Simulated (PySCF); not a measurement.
TDDFT excited states: C4H11Sb

Species: SbH2(tBu), C4H11Sb.
Z-matrix (Å and degrees, PBE0-D3(BJ)/def2-SVP geometry), rows numbered from 1:
```
Sb
H   1  1.7198
H   1  1.7192  2   91.19
C   1  2.2214  2   93.45  3    93.69
C   4  1.5256  1  107.20  2  -167.27
C   4  1.5257  1  107.19  2    74.18
C   4  1.5230  1  110.95  2   -46.55
H   5  1.1055  4  109.96  1  -178.36
H   5  1.1017  4  112.17  1   -59.10
H   5  1.1018  4  112.01  1    62.57
H   6  1.1018  4  112.16  1    58.87
H   6  1.1017  4  111.98  1   -62.76
H   6  1.1055  4  109.93  1   178.13
H   7  1.1005  4  111.98  1    59.54
H   7  1.1006  4  111.91  1   -61.68
H   7  1.1065  4  109.82  1   178.93
```

The calculation used TDDFT B3LYP/def2-SVPD, vertical, gas phase, core orbitals frozen in the response, def2 core potentials past Kr in PySCF. Spin–orbit coupling is left out.

Question: Predict the UV-vis stick spectrum at this level.

Answer: 

| state | E (eV) | ν̃ (cm⁻¹) | f | \|μ\| (D) | symmetry | main configurations (H = HOMO, L = LUMO) |
| --- | --- | --- | --- | --- | --- | --- |
| S1 | 5.33 | 42990 | 0.065 | 1.79 | A′ | H→L (92%) |
| S2 | 5.59 | 45100 | 0.026 | 1.10 | A″ | H→L+1 (96%) |
| S3 | 5.96 | 48040 | 0.247 | 3.31 | A′ | H→L+2 (84%), H-1→L (9%) |
| S4 | 6.49 | 52330 | 0.136 | 2.35 | A′ | H-1→L (85%) |
| S5 | 6.84 | 55190 | 0.036 | 1.18 | A′ | H→L+3 (95%) |
| S6 | 6.91 | 55730 | 0.033 | 1.11 | A″ | H-1→L+1 (70%), H-2→L (25%) |
| S7 | 7.23 | 58330 | 0.227 | 2.88 | A′ | H-1→L+2 (78%), H→L+5 (15%) |
| S8 | 7.25 | 58460 | 0.0044 | 0.40 | A″ | H→L+4 (97%) |
| S9 | 7.30 | 58850 | 0.081 | 1.71 | A′ | H→L+5 (82%), H-1→L+2 (13%) |
| S10 | 7.45 | 60060 | 0.071 | 1.58 | A′ | H→L+6 (94%) |

Triplets (Tamm–Dancoff): T1 4.32 eV, H→L (93%); T2 4.82 eV, H→L+1 (92%); T3 5.45 eV, H→L+2 (61%), H-1→L (28%); T4 5.76 eV, H-1→L (64%), H→L+2 (31%).

The lowest singlet lies at 5.33 eV (233 nm, ultraviolet) and is of moderate strength; its leading configuration is HOMO→LUMO (92%). The most intense listed level is S3 at 5.96 eV (208 nm, f = 0.247), 0.63 eV above S1. Löwdin shares by element: HOMO antimony 56%, carbon 24% or more, hydrogen 5% or more (atoms not listed hold the other 15%); LUMO antimony 48%, hydrogen 17% or more, carbon 10% or more (atoms not listed hold the other 24%). The listed states span 2.12 eV, and the widest gap between neighbours is 0.53 eV (S3 to S4). Weighted by f, the mean energy of these states is 6.60 eV. No computed singlet lies in the visible range (380 to 750 nm); the lowest, at 233 nm, stands 2.07 eV above its violet end (3.26 eV). The vertical ionisation energy (ΔSCF) is 8.61 eV, 1.16 eV above S10. Symmetry labels in Cs follow from the direction of the transition dipole and are given only for states with f of 0.002 or more. Only the lowest 10 singlets were computed, as vertical energies without vibronic structure.

Time: 73 s of wall time (grids of density and orbitals included); peak memory 0.98 GiB. Hardware: one thread, Arm Neoverse V2 (aarch64), no GPU (shared host).
